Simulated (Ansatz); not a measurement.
Si₃N₅⁻, relaxed as a singlet with RKS PBE0-D4/def2-SVPD in Ansatz, starting from the GFN2-xTB geometry. Force threshold 0.02 eV/Å.

The structure comes from a short search, and lower isomers may exist.

Start:

```xyz
8

Si    0.9934   -0.8986    1.1975
Si    0.1279   -0.2585   -1.6555
Si   -1.1283    1.1601    0.4520
N    -1.0023    0.8376   -2.1234
N    -0.2487    0.3683    1.5409
N    -1.6356    1.5539   -1.0599
N     1.0222   -1.0787   -0.6005
N     1.8715   -1.6841    2.2490
```

```tsv
step	energy (eV)	largest force component (eV/Å)	SCF passes
1	-31045.8155	1.788	40
2	-31045.8941	1.301	31
3	-31045.9884	0.359	36
4	-31046.1914	1.269	45
5	-31046.5123	1.513	33
6	-31046.6717	2.123	35
7	-31046.9139	1.225	38
8	-31047.1946	1.979	51
9	-31047.7259	2.247	43
10	-31049.0003	1.851	103
11	-31049.7107	4.831	42
14	-31051.0110	1.418	32
17	-31051.1827	0.098	27
20	-31051.1844	0.008	26
23	-31051.1846	0.047	28
26	-31051.1852	0.084	26
29	-31051.1868	0.014	25
32	-31051.1892	0.111	26
35	-31051.1913	0.284	25
38 (rejected)	-31051.1875	1.189	24
41	-31051.1950	0.027	25
44	-31051.1973	0.210	25
46	-31051.1999	0.016	24
```

Force components are those of the run's own axes.

End:

```xyz
8

Si    0.635   -0.805    0.885
Si    2.046   -0.333   -2.084
Si   -0.642    2.081    1.915
N    -1.904   -0.061   -1.648
N     0.001    0.759    1.346
N    -2.060    1.001   -1.415
N     1.355   -0.451   -0.672
N     0.569   -2.192    1.673
```

Bonds lost: Si2–N4, Si3–N6 (atoms count from 1). The end holds 2 separate pieces.

The force fell under the threshold at step 20, but the optimiser went on and released 0.016 eV more. No frequencies were taken in this run, so the end may be a saddle point.

Hardware: 4 threads of Arm Neoverse V1 on a shared host. Wall time 2.7 min, peak host memory 0.59 GiB.
